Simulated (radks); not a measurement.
Coherent X-ray form factor from a spherical all-electron density. All-electron calculation, Dirac Kohn-Sham, PBE, spin-unpolarised, spherical densities, point nucleus. Program: a radial shooting solver on a logarithmic mesh with Libxc functionals.

sin(theta)/lambda (1/angstrom)  f0 (electrons)
0.05                                    44.628
0.1                                     43.551
0.15                                    41.877
0.2                                     39.762
0.25                                    37.379
0.3                                     34.894
0.4                                     30.137
0.5                                     26.154
0.6                                     23.094
0.8                                     19.062
1                                       16.369
1.25                                    13.492
1.5                                     10.925
2                                        7.375

The species is in the configuration that NIST lists as its ground one. Which atom or ion scatters so?

Answer. The tin ion Sn5+, [Kr] 4d9. Extrapolating in s^2 from the first two rows gives f0(0) = 45.0, near the electron count 45; among species with that count, the fall with angle is slower the higher Z, and the table is that of Z = 50; from so few rows the species is fixed only to a neighbour or two.
